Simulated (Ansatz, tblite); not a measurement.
Removing an electron: the cluster Sn₂O₂⁻. Charge -1, multiplicity 2. Geometry: r2SCAN-D4/def2-SVPD. Ansatz, gas phase; energy differences of separate SCF runs; the oxidised species is a singlet (the triplet lies 2.67 eV higher at PBE0-D4/def2-TZVPD).

```tsv
atom	x (Å)	y (Å)	z (Å)
Sn1	0.006	1.268	-0.894
Sn2	-0.006	-1.268	0.894
O3	-0.133	-0.778	-1.104
O4	0.133	0.778	1.104
```

In the def2 sets Sn takes a core potential; there is no spin–orbit coupling. The xTB rows come from tblite. The structure comes from a short search, and lower isomers may exist.

```json
{"level": "GFN1-xTB", "−HOMO (eV)": "–", "vertical IE (eV)": "3.78", "−LUMO (eV)": "–", "HOMO–LUMO gap (eV)": "–", "remarks": "–"}
{"level": "GFN2-xTB", "−HOMO (eV)": "–", "vertical IE (eV)": "4.20", "−LUMO (eV)": "–", "HOMO–LUMO gap (eV)": "–", "remarks": "–"}
{"level": "PBE-D4/def2-TZVPD", "−HOMO (eV)": "-1.26", "vertical IE (eV)": "0.90", "−LUMO (eV)": "-1.83", "HOMO–LUMO gap (eV)": "0.57", "remarks": "HOMO above zero (-1 doublet)"}
{"level": "r2SCAN-D4/def2-TZVPD", "−HOMO (eV)": "-1.06", "vertical IE (eV)": "0.99", "−LUMO (eV)": "-1.72", "HOMO–LUMO gap (eV)": "0.66", "remarks": "HOMO above zero (-1 doublet)"}
{"level": "PBE0-D4/def2-TZVPD", "−HOMO (eV)": "-0.70", "vertical IE (eV)": "0.85", "−LUMO (eV)": "-2.23", "HOMO–LUMO gap (eV)": "1.54", "remarks": "HOMO above zero (-1 doublet)"}
```

  A HOMO above zero means that the electron is unbound at that level or that self-interaction error raises the level; the energy of removing that electron tells which. HOMO and LUMO are the levels of the spin that leaves or enters (xTB has no such levels and no spin-polarisation term). Other spin states of the ions may lie lower, which would lower the ionisation energy or raise the affinity. Raw xTB energy differences between charge states are shifted by several eV; the methods need an empirical correction for them.
